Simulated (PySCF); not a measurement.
C₄H₁₀OSi, SMILES C[SiH2]C1COC1.

The structure is a stationary point at PBE0-D3(BJ)/def2-SVP. The structure was generated by enumeration, and PubChem lists no compound with its InChIKey, so it may never have been made. Other conformers were not sampled.

Two levels are set side by side: TDA-PBE/def2-SVPD (PySCF) and TDA-LC-ωPBE/def2-SVPD (PySCF). Vertical, same geometry. The lowest singlet is HOMO→LUMO 100 % with PBE and HOMO→LUMO+2 29 %, HOMO→LUMO+1 24 %, HOMO→LUMO+3 16 %, HOMO→LUMO+5 10 % with the other functional; states are paired by order. Differences are taken from unrounded values.

| quantity | TDA-LC-ωPBE |
|---|---|
| lowest singlet excitation (eV) | 7.30 |
| lowest triplet excitation (TDA) (eV) | 6.90 |

**Question.** What does TDA-PBE give, and how far is it from TDA-LC-ωPBE? (An estimate is asked for; the answer gives what the named calculation found.)

**Answer.** 
```csv
quantity,TDA-PBE,TDA-PBE minus TDA-LC-ωPBE
lowest singlet excitation (eV),5.38,-1.92
lowest triplet excitation (TDA) (eV),5.32,-1.58
```

Functionals without exact exchange tend to place singlet excitations lower, as here. Differences between two approximate levels are no errors against the true value.

Rough cost on one machine, each run with all the roots and properties that it gave: TDA-LC-ωPBE against TDA-PBE about 4 times.
